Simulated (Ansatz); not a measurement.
Geometry optimisation, RKS PBE0-D4/def2-SVP (Ansatz 0.2.0).

Input:

```yaml
crystal:
  periodic: [false, false, false]
  atoms:
    - { symbol: O, position_ang: [0.2326, 1.9862, -0.9532] }
    - { symbol: Ge, position_ang: [0.8646, 0.7426, 0.0727] }
    - { symbol: Cl, position_ang: [-0.35434, 0.66091, 1.83741] }
    - { symbol: Sn, position_ang: [3.24216, 1.25503, 0.77325] }
    - { symbol: H, position_ang: [-0.13, 1.5476, -1.7912] }
    - { symbol: H, position_ang: [0.81478, -0.62004, -0.68089] }
    - { symbol: H, position_ang: [3.32154, 2.81568, 1.58484] }
    - { symbol: H, position_ang: [3.86671, 0.02551, 1.8193] }
    - { symbol: H, position_ang: [4.30809, 1.33377, -0.71212] }
basis:
  gaussian: { orbitals: def2-SVP }
hamiltonian:
  xc: pbe0
  dispersion: d4
relax:
  f_tol: 0.015
  max_steps: 40
output:
  orbitals: {}
```

Launched with:

```bash
$ ansatz run input.yaml --threads 2 --pin off --max-ram 3072MiB --backend cpu --events-out ev --progress --plain --runs-dir out
```

Problem. Where does it end, and by what steps?

Solution. The run converged. After 9 steps the energy has fallen by 0.323 eV; H5 moved furthest, 0.53 Å.

| step | energy less start (eV) | largest force component (eV/Å) | accepted |
| --- | --- | --- | --- |
| 0 | 0.0000 | 2.719 | yes |
| 1 | -0.0607 | 1.830 | yes |
| 2 | -0.0543 | 2.089 | no |
| 3 | -0.2691 | 0.954 | yes |
| 4 | -0.3070 | 0.289 | yes |
| 5 | -0.3140 | 0.170 | yes |
| 6 | -0.3186 | 0.321 | yes |
| 7 | -0.3228 | 0.027 | yes |
| 8 | -0.3233 | 0.019 | yes |
| 9 | -0.3234 | 0.003 | yes |

```xyz
9
Properties=species:S:1:pos:R:3
O 0.441 1.907 -1.149
Ge 0.955 0.622 -0.035
Cl -0.371 0.653 1.699
Sn 3.341 1.278 0.759
H -0.465 1.799 -1.462
H 0.722 -0.762 -0.679
H 3.249 2.813 1.501
H 3.880 0.113 1.889
H 4.414 1.325 -0.573
```

Whether the end is a true minimum wasn't checked by a vibrational analysis.

Run time: 53 s on 2 threads of Intel(R) Xeon(R) Platinum 8175M CPU @ 2.50GHz (Skylake/Cascade Lake) (shared host), peak memory 0.33 GiB.
